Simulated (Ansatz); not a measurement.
C4H10O, charge +1, sextet, geometry from GFN2-xTB of the parent state (a state made from the parent by changing its charge; the spin is typed, not shown lowest); Ansatz (a program for electronic structure) with PBE0/6-31G*.

The Ansatz input:
Ansatz 0.2 input:
```yaml
crystal:
  periodic: [false, false, false]
  atoms:
    - {symbol: C, position_ang: [-2.35982969, -0.03023635, 0.13916635]}
    - {symbol: C, position_ang: [-0.97011987, 0.00027248, -0.40685575]}
    - {symbol: C, position_ang: [0.09692071, -0.53950406, 0.56070054]}
    - {symbol: C, position_ang: [1.45683769, -0.39082859, -0.09074227]}
    - {symbol: O, position_ang: [1.77147372, 0.95186914, -0.13961120]}
    - {symbol: H, position_ang: [-2.76897938, -1.04563552, 0.20110872]}
    - {symbol: H, position_ang: [-3.03834302, 0.48591634, -0.54588573]}
    - {symbol: H, position_ang: [-2.40990028, 0.39659707, 1.13937189]}
    - {symbol: H, position_ang: [-0.62619785, 1.03693804, -0.58850743]}
    - {symbol: H, position_ang: [-0.93117855, -0.49041316, -1.38693177]}
    - {symbol: H, position_ang: [0.07997256, 0.02408467, 1.49361956]}
    - {symbol: H, position_ang: [-0.12117966, -1.58875650, 0.77466880]}
    - {symbol: H, position_ang: [1.48827799, -0.85532211, -1.09316915]}
    - {symbol: H, position_ang: [2.20739124, -0.94983897, 0.50690880]}
    - {symbol: H, position_ang: [2.60549408, 1.13325596, -0.59790727]}
basis:
  gaussian:
    orbitals: 6-31G*
hamiltonian:
  xc: pbe0
total_charge: 1
magnetization: {spin_polarized: false, initial_magnetization: 5}
```

What the program printed (banner, timings and long lists left out):

```
Functional definition: PBE0
1024 factors; integrals over basis functions are off by at most 8.0e-4 eV
mean field evaluation 1: about -6303.9662 eV, gradient 7.2e1 eV
mean field evaluation 2: about -6303.9598 eV, gradient 7.2e1 eV
mean field evaluation 4: about -6279.8926 eV, gradient 7.7e1 eV
mean field evaluation 8: about -6319.8746 eV, gradient 1.1e1 eV
mean field evaluation 16: about -6320.6502 eV, gradient 1.7e-1 eV
mean field evaluation 32: about -6320.6517 eV, gradient 2.8e-3 eV
mean field evaluation 64: about -6320.3928 eV, gradient 2.5e0 eV
mean field evaluation 96: about -6308.8657 eV, gradient 5.3e1 eV
mean field evaluation 128: about -6313.9283 eV, gradient 6.6e0 eV
mean field -6320.65169225 eV, -232.2796653987 hartree, gradient 5.7e-6 eV, S^2 8.750000; 8 other end points of the search recorded, 0 dependent functions left out
reference -6320.65171626 eV, -232.2796662810 hartree; 23, 18 occupied and 72, 77 virtual orbitals, 1024 factors
Total energy: -6320.65171626 eV, -232.2796662810 hartree
```
